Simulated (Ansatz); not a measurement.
```yaml
crystal:
  periodic: [false, false, false]
  atoms:
    - {symbol: C, position_ang: [-0.054896, 1.360487, -0.880113]}
    - {symbol: B, position_ang: [-0.015863, -0.059815, -0.269974]}
    - {symbol: Si, position_ang: [0.099618, -1.302830, 1.218153]}
    - {symbol: S, position_ang: [-0.074232, -1.719822, -0.902453]}
    - {symbol: H, position_ang: [0.866045, 1.895548, -0.623375]}
    - {symbol: H, position_ang: [-0.867111, 1.940603, -0.429788]}
    - {symbol: H, position_ang: [-0.173408, 1.371787, -1.965245]}
    - {symbol: H, position_ang: [-1.063601, -1.760956, 2.016206]}
    - {symbol: H, position_ang: [1.371948, -1.771402, 1.819388]}
basis:
  gaussian: {orbitals: "6-31G*", point_charges: [{charge: 2.00, position_ang: [4.920, -0.723, 0.233]}]}
magnetization: {spin_polarized: true, initial_magnetization: 1}
hamiltonian: {xc: {name: CAM-B3LYP}, dispersion: d4}
accuracy: high
output: {forces: true}
```

```sh
$ ansatz run in.yaml --threads 2 --pin off --events-out ev --progress --plain --max-ram 4352MiB
```

Shortened log:

```
Error: a molecule whose nuclei and cores have a total charge of 46 cannot have a net charge of 0 together with 1 unpaired electrons
```

In this input the number of unpaired electrons doesn't fit the electron count. The program refused the input.
